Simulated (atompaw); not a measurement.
# Which change was made? (Fe, PAW (atompaw))

atompaw 4.2.0.5 input, output lines left out:

```
Fe 26
GGA-PBESOL scalarrelativistic loggrid 1500 logderivrange -9 5 351
4 4 3 0 0 0
4 0 1
4 1 1
3 2 6
0 0 0
c
c
v
v
c
v
v
v
2
1.45 1.15 1.30 0.85
n
n
y
0.35
n
custom polynom vanderbiltortho besselshape
3 0 troulliermartins
1.15
1.45
1.35
1.35
1.45
1.45
```

Cutoffs, loose and tight: the cutoffs (Ry, on a coarse ladder) from which the occupation-weighted sum of valence levels, in a spherical-Bessel basis at the reference potential, stays within 10 and 1 mRy of its value at 400 Ry. They see the waves, projectors and local potential, not the compensation charge or the core.

The base gives: outcome: generated; cutoff, loose: 70 Ry; cutoff, tight: 120 Ry; bound ghosts: none.

Question: After one change the result is: outcome: generated; cutoff, loose: 90 Ry; cutoff, tight: 140 Ry; bound ghosts: none. Which change was it?
A. all radii scaled by about 0.90 (s 1.04, p 1.22, d 1.30 bohr); local potential troulliermartins scheme with l = 3 at 0 Ry, radius 1.16 bohr; augmentation besselshape compensation charge, radius 1.04 bohr; PAW radius 1.30 bohr; waves and projectors: custom polynom vanderbiltortho; core correction smooth core density matched at 0.76 bohr
B. all radii scaled by about 1.10 (s 1.26, p 1.48, d 1.60 bohr); local potential troulliermartins scheme with l = 3 at 0 Ry, radius 1.42 bohr; augmentation besselshape compensation charge, radius 1.26 bohr; PAW radius 1.60 bohr; waves and projectors: custom polynom vanderbiltortho; core correction smooth core density matched at 0.94 bohr
C. all radii scaled by about 0.80 (s 0.92, p 1.08, d 1.16 bohr); local potential troulliermartins scheme with l = 3 at 0 Ry, radius 1.04 bohr; augmentation besselshape compensation charge, radius 0.92 bohr; PAW radius 1.16 bohr; waves and projectors: custom polynom vanderbiltortho; core correction smooth core density matched at 0.68 bohr
D. all radii scaled by about 1.22 (s 1.40, p 1.64, d 1.76 bohr); local potential troulliermartins scheme with l = 3 at 0 Ry, radius 1.58 bohr; augmentation besselshape compensation charge, radius 1.40 bohr; PAW radius 1.76 bohr; waves and projectors: custom polynom vanderbiltortho; core correction smooth core density matched at 1.04 bohr

Answer: A. The others give: all radii scaled by about 0.80 (s 0.92, p 1.08, d 1.16 bohr); local potential troulliermartins scheme with l = 3 at 0 Ry, radius 1.04 bohr; augmentation besselshape compensation charge, radius 0.92 bohr; PAW radius 1.16 bohr; waves and projectors: custom polynom vanderbiltortho; core correction smooth core density matched at 0.68 bohr → outcome: generated; cutoff, loose: 110 Ry; cutoff, tight: 180 Ry; bound ghosts: s | all radii scaled by about 1.22 (s 1.40, p 1.64, d 1.76 bohr); local potential troulliermartins scheme with l = 3 at 0 Ry, radius 1.58 bohr; augmentation besselshape compensation charge, radius 1.40 bohr; PAW radius 1.76 bohr; waves and projectors: custom polynom vanderbiltortho; core correction smooth core density matched at 1.04 bohr → outcome: generated; cutoff, loose: 50 Ry; cutoff, tight: 80 Ry; bound ghosts: none | all radii scaled by about 1.10 (s 1.26, p 1.48, d 1.60 bohr); local potential troulliermartins scheme with l = 3 at 0 Ry, radius 1.42 bohr; augmentation besselshape compensation charge, radius 1.26 bohr; PAW radius 1.60 bohr; waves and projectors: custom polynom vanderbiltortho; core correction smooth core density matched at 0.94 bohr → outcome: generated; cutoff, loose: 60 Ry; cutoff, tight: 100 Ry; bound ghosts: none.
